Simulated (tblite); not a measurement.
C4H11B2F2P.
Atom-mapped SMILES: `[CH3:1][CH:2]([CH3:3])[B:4]([PH2:5])[CH2:6][B:7]([F:8])[F:9]` (hydrogens: H10, H11, H12 on C1; H13 on C2; H14, H15, H16 on C3; H17, H18 on P5; H19, H20 on C6)

Computed with GFN2-xTB (tblite), gas phase: L-BFGS steps from a force-field or distance-geometry start until the largest atomic force falls under 0.01 eV/Å.

Step 52: E = -781.1002 eV
```
atom  x, y, z in Å  |  force x, y, z in eV/Å
C1     -1.6158   -1.2553   -0.6692    0.022  -0.011   0.016
C2     -0.9839    0.0975   -0.3351    0.006   0.030   0.036
C3     -1.9008    0.8466    0.6503   -0.035  -0.032   0.050
B4      0.4506   -0.0002    0.3413    0.041   0.085  -0.034
P5      0.8857   -1.3476    1.5853   -0.030  -0.029   0.026
C6      1.4792    1.1952    0.1263    0.025   0.036  -0.037
B7      2.4856    0.7525   -0.9925    0.048  -0.037  -0.018
F8      3.6128    0.1153   -0.7335    0.014  -0.019   0.002
F9      2.2614    0.9172   -2.2836   -0.015   0.018   0.052
H10    -1.6594   -1.8754    0.2245   -0.017  -0.035   0.027
H11    -2.6295   -1.1379   -1.0469    0.020   0.030  -0.047
H12    -1.0186   -1.7683   -1.4189   -0.028  -0.055  -0.037
H13    -0.9537    0.6991   -1.2507    0.048  -0.051  -0.033
H14    -2.8955    0.9433    0.2203   -0.001   0.072   0.017
H15    -1.9851    0.2862    1.5778    0.003  -0.029   0.063
H16    -1.5148    1.8363    0.8862   -0.019  -0.027  -0.061
H17     0.7120   -2.4665    0.7947   -0.008   0.016   0.010
H18     2.2645   -1.3227    1.4716   -0.021   0.008  -0.045
H19     2.0293    1.3937    1.0484   -0.010   0.011  -0.053
H20     0.9708    2.1018   -0.1993   -0.043   0.020   0.068
```

Step 53: E = -781.1018 eV
```
atom  x, y, z in Å  |  force x, y, z in eV/Å
C1     -1.6152   -1.2561   -0.6691    0.009  -0.014   0.004
C2     -0.9842    0.0962   -0.3345    0.022   0.038   0.038
C3     -1.9008    0.8451    0.6512   -0.032  -0.007   0.039
B4      0.4497    0.0013    0.3415    0.075   0.057  -0.010
P5      0.8861   -1.3470    1.5855   -0.015  -0.007   0.031
C6      1.4796    1.1960    0.1259    0.012   0.037  -0.024
B7      2.4864    0.7527   -0.9918    0.034  -0.034  -0.034
F8      3.6127    0.1137   -0.7332    0.011  -0.014   0.001
F9      2.2608    0.9180   -2.2828   -0.006   0.014   0.054
H10    -1.6619   -1.8770    0.2235   -0.013  -0.038   0.036
H11    -2.6270   -1.1362   -1.0490   -0.013   0.030  -0.047
H12    -1.0206   -1.7699   -1.4197   -0.002  -0.058  -0.038
H13    -0.9516    0.6966   -1.2508    0.031  -0.042  -0.030
H14    -2.8947    0.9458    0.2213   -0.019   0.050   0.012
H15    -1.9855    0.2868    1.5802    0.004  -0.029   0.048
H16    -1.5151    1.8352    0.8843   -0.004  -0.020  -0.046
H17     0.7116   -2.4655    0.7965   -0.016   0.000  -0.004
H18     2.2650   -1.3237    1.4685   -0.030   0.012  -0.041
H19     2.0303    1.3966    1.0470   -0.011   0.000  -0.039
H20     0.9692    2.1022   -0.1973   -0.037   0.025   0.051
```

Step 54: E = -781.1047 eV
```
atom  x, y, z in Å  |  force x, y, z in eV/Å
C1     -1.6141   -1.2596   -0.6689   -0.018  -0.021  -0.016
C2     -0.9830    0.0918   -0.3312    0.041   0.025   0.027
C3     -1.9010    0.8419    0.6529   -0.013   0.032   0.007
B4      0.4516    0.0041    0.3431    0.099  -0.015   0.038
P5      0.8942   -1.3428    1.5890    0.000   0.013   0.011
C6      1.4795    1.2006    0.1244   -0.013   0.029   0.003
B7      2.4876    0.7554   -0.9905    0.009  -0.017  -0.038
F8      3.6085    0.1071   -0.7320    0.004  -0.008  -0.003
F9      2.2629    0.9283   -2.2803    0.011   0.006   0.030
H10    -1.6688   -1.8844    0.2206   -0.005  -0.023   0.031
H11    -2.6220   -1.1311   -1.0545   -0.057   0.022  -0.030
H12    -1.0263   -1.7757   -1.4232    0.041  -0.047  -0.016
H13    -0.9441    0.6877   -1.2504   -0.003  -0.018  -0.015
H14    -2.8921    0.9564    0.2203   -0.032  -0.001   0.007
H15    -1.9910    0.2869    1.5841    0.005  -0.022   0.007
H16    -1.5104    1.8306    0.8813    0.019   0.002  -0.007
H17     0.6984   -2.4661    0.8112   -0.011   0.010  -0.004
H18     2.2723   -1.3305    1.4519   -0.050   0.008  -0.036
H19     2.0304    1.4065    1.0434   -0.004  -0.014  -0.007
H20     0.9621    2.1037   -0.1942   -0.022   0.038   0.013
```

**Question.** Estimate the geometry and energy of step 55. (The exact step hangs on the optimiser's Hessian estimate; all steps are aligned on step 54, rigid shifts and turns removed.)

**Answer.** E = -781.1058 eV, largest force 0.085 eV/Å
```
atom  x, y, z in Å  |  force x, y, z in eV/Å
C1     -1.6141   -1.2624   -0.6692   -0.025  -0.017  -0.018
C2     -0.9810    0.0884   -0.3284    0.032   0.000   0.011
C3     -1.9008    0.8410    0.6531    0.003   0.030  -0.001
B4      0.4550    0.0045    0.3460    0.064  -0.033   0.039
P5      0.9017   -1.3395    1.5931    0.029   0.021   0.002
C6      1.4787    1.2041    0.1242   -0.017   0.021   0.003
B7      2.4872    0.7576   -0.9900    0.004  -0.001  -0.036
F8      3.6042    0.1025   -0.7315    0.000  -0.007  -0.004
F9      2.2664    0.9381   -2.2794    0.013   0.001   0.028
H10    -1.6735   -1.8905    0.2184   -0.004  -0.003   0.013
H11    -2.6208   -1.1278   -1.0579   -0.044   0.013  -0.011
H12    -1.0291   -1.7799   -1.4258    0.045  -0.028   0.008
H13    -0.9394    0.6813   -1.2497   -0.010  -0.008  -0.001
H14    -2.8903    0.9629    0.2181   -0.018  -0.016   0.008
H15    -1.9959    0.2868    1.5850    0.008  -0.014  -0.017
H16    -1.5042    1.8272    0.8811    0.013   0.009   0.006
H17     0.6853   -2.4655    0.8243   -0.003   0.012  -0.003
H18     2.2793   -1.3366    1.4375   -0.080   0.001  -0.029
H19     2.0291    1.4136    1.0424    0.001  -0.017  -0.001
H20     0.9569    2.1048   -0.1942   -0.013   0.036   0.005
```

The energy changes by -0.0011 eV. The first-order estimate −F·Δx gives -0.0016 eV and the mean of the old and new forces, exact on a quadratic surface, -0.0011 eV. The step makes an angle of 78° with the force vector and moves no atom by more than 0.019 Å.

The cost below is that of the whole relaxation. On an Arm Neoverse N1 with one thread, no GPU (shared host), this took 1.2 s.
